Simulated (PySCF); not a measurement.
F2Sr, triplet, geometry from GFN2-xTB (such geometries of metal compounds can be far from the true shape) (a higher spin typed on purpose: for a closed-shell molecule this is an excited state) (core potentials on Sr).

Here is a job for PySCF.
```python
from pyscf import gto, scf, dft

mol = gto.M(
    atom='''
Sr   -0.019285   -0.004439   -0.001729
F    -0.194880    1.548583   -1.320943
F     0.276304   -1.529840    1.328242
''',
    basis='def2-qzvp',
    ecp={'Sr': 'def2-qzvp'},
    charge=0,
    spin=2,
    verbose=4,
)

mf = dft.UKS(mol)
mf.xc = 'pbe'
mf = mf.density_fit(auxbasis='def2-universal-jkfit')
mf.kernel()
```

Question: What total energy does DF-PBE/def2-QZVP (PySCF) give?

Answer: -230.2762 Eh

Question: Predict the <S^2> from DF-PBE/def2-QZVP.

Answer: 2.002

Question: Estimate the Mulliken (on the basis functions themselves) charges in atom order that DF-PBE/def2-QZVP returns for this input.

Answer: Sr1 0.70, F2 -0.35, F3 -0.35

Question: What is the computed HOMO energy (DF-PBE/def2-QZVP)?

Answer: -3.06 eV

These values belong to the state on which the SCF converged, which isn't shown to be the lowest.

Question: Roughly what does it cost on one core?

Answer: about 13 core-seconds (a rough figure).
